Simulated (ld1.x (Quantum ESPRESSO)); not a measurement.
**Cutoff test, carbon, TM**

- Element: C (Z = 6)
- Generator: ld1.x (Quantum ESPRESSO) 7.5
- Type: norm-conserving Troullier–Martins (Kleinman–Bylander form)
- Functional: PBE
- Relativity: non-relativistic
- Frozen core: [He]
- Valence charge: 4
- Reference configuration: 2s2 2p2
- Partial waves: 2p (bound): rc 2.35 bohr; 2s (bound): rc 1.00 bohr
- Local potential: the s channel
- Core correction: a·sin(br)/r model core, default radius (core density twice the valence density)

The pseudo-atom Hamiltonian at the reference potential is diagonalised in spherical Bessel functions j_l(qr) that vanish at 20 bohr, with q² up to the cutoff. All-electron valence levels (Ry): 2p -0.3887, 2s -1.0098.

Q: How do the lowest levels (Ry) of each channel move with the cutoff, and are there ghosts?

A:

```csv
cutoff (Ry),p #1,s #1,s #2,d #1,f #1,f #2,Σ f·Δε (mRy)
8,-0.2129,-0.9000,-0.0097,0.0727,0.1172,0.2522,571.4
12,-0.3116,-0.9247,-0.0107,0.0727,0.1172,0.2522,324.4
18,-0.3769,-0.9661,-0.0125,0.0727,0.1172,0.2522,111.1
21,-0.3848,-0.9796,-0.0130,0.0727,0.1172,0.2522,68.2
30,-0.3886,-1.0004,-0.0140,0.0727,0.1172,0.2522,19.1
40,-0.3886,-1.0075,-0.0143,0.0727,0.1172,0.2522,4.7
50,-0.3887,-1.0080,-0.0143,0.0727,0.1172,0.2522,3.6
60,-0.3887,-1.0081,-0.0143,0.0727,0.1172,0.2522,3.4
70,-0.3887,-1.0085,-0.0143,0.0727,0.1172,0.2522,2.6
90,-0.3887,-1.0094,-0.0144,0.0727,0.1172,0.2522,0.9
110,-0.3887,-1.0097,-0.0144,0.0727,0.1172,0.2522,0.2
400,-0.3887,-1.0098,-0.0144,0.0727,0.1172,0.2522,0.0
```

Result: no extra level below or beside the all-electron valence levels (p, s, d, f tested); 10 mRy is reached at 35 Ry and 1 mRy at 90 Ry.

Its largest configuration-test error is +998 meV.
